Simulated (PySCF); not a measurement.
GaCl2, SMILES [Cl][Ga+][Cl], charge +1.

Geometry optimised at PBE0-D3(BJ)/def2-TZVP. The spin state was assumed, not searched. The isomer is the one that the SMILES or the coordinates give; other isomers of the formula were not compared.

Level of theory: B3LYP/def2-TZVPD (PySCF).

Isolated molecule, no solvent.

Computed frontier levels, gap, dipole moment and polarisability:
| Quantity | Result |
|---|---|
| highest occupied level | -15.52 eV |
| lowest empty level | -9.27 eV |
| orbital gap | 6.26 eV |
| dipole moment about the centre of nuclear charge | 0.00 D |
| mean static polarisability | 46.2 bohr³ (6.84 Å³) |
| polarisability, principal values | 33.6, 33.6, 71.4 bohr³ |
